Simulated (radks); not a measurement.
Question: The iridium ion Ir30+, configuration [Kr] 4d10 4f1. All-electron calculation, Dirac Kohn-Sham, PBE, spin-unpolarised, spherical densities, point nucleus; open shells fill j = l - 1/2 first. Program: a radial shooting solver on a logarithmic mesh with Libxc functionals. Some entries of the table are withheld. Estimate them.

orbital  occ.  eigenvalue (eV)  <1/r> (bohr^-1)
1s1/2       2        -77095.31            92.26
2s1/2       2        -14369.33            22.57
2p1/2       2        -13806.31            22.52
2p3/2       4        -12179.79            18.58
3s1/2       2        -4191.799            8.318
3p1/2       2        -3941.810            8.225
3p3/2       4        -3582.677            7.209
3d3/2       4        -3167.669              (1)
3d5/2       6        -3090.248              (2)
4s1/2       2        -1654.078            3.744
4p1/2       2        -1547.038              (3)
4p3/2       4        -1446.613              (4)
4d3/2       4        -1271.993            3.175
4d5/2       6        -1251.461            3.098
4f5/2       1        -1037.353            2.883
4f7/2       0        -1031.976            2.856
5s1/2       0        -863.0309            1.988
5p1/2       0              (5)            1.934
5p3/2       0              (6)            1.806

Answer: 
(1) 3d3/2 <1/r> (bohr^-1): 7.092
(2) 3d5/2 <1/r> (bohr^-1): 6.857
(3) 4p1/2 <1/r> (bohr^-1): 3.656
(4) 4p3/2 <1/r> (bohr^-1): 3.318
(5) 5p1/2 eigenvalue (eV): -815.5815
(6) 5p3/2 eigenvalue (eV): -778.8513
